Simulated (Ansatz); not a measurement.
One change: `[SiH3][GeH2][Cl]` becomes `[Cl][GeH2][I]`.

Ansatz, PBE0-D4/def2-TZVP geometries, multiplicity 1. 

Elements past krypton have def2 core potentials. Scalar relativity is left out up to krypton. Spin–orbit coupling is left out; it splits and shifts lone-pair levels of the heavy atoms by tenths of an eV.

```csv
property,`[SiH3][GeH2][Cl]`
size of the dipole moment (ωB97M-V/def2-TZVPP) / D,2.19
HOMO–LUMO gap (ωB97M-V/def2-TZVPP) / eV,11.41
zero-point energy (PBE0-D4/def2-TZVP) / kJ/mol,109.9
HOMO energy (PBE/def2-TZVPP) / eV,-6.94
HOMO energy (ωB97M-V/def2-TZVPP) / eV,-10.22
HOMO energy (B3LYP/def2-TZVPP) / eV,-7.92
```

(1) What does the change do to each property? (An estimate is asked.)

Answers

(1) The calculation gave: 
```csv
property,`[Cl][GeH2][I]`,shift
size of the dipole moment (ωB97M-V/def2-TZVPP) / D,1.65,-0.54
HOMO–LUMO gap (ωB97M-V/def2-TZVPP) / eV,10.43,-0.98
zero-point energy (PBE0-D4/def2-TZVP) / kJ/mol,47.2,-62.7
HOMO energy (PBE/def2-TZVPP) / eV,-6.75,0.19
HOMO energy (ωB97M-V/def2-TZVPP) / eV,-10.03,0.19
HOMO energy (B3LYP/def2-TZVPP) / eV,-7.65,0.27
```

With PBE0 the HOMO rises by 0.25 eV and the LUMO falls by 0.79 eV, so the gap narrows by about 1.04 eV. PBE moves the HOMO by 0.19 eV and ωB97M-V by 0.19 eV. The zero-point energy changes by -62.7 kJ/mol with -9 modes. Dipoles are sizes alone; their direction can turn.

B3LYP here is the variant with VWN-RPA as its local correlation; programs differ in this.
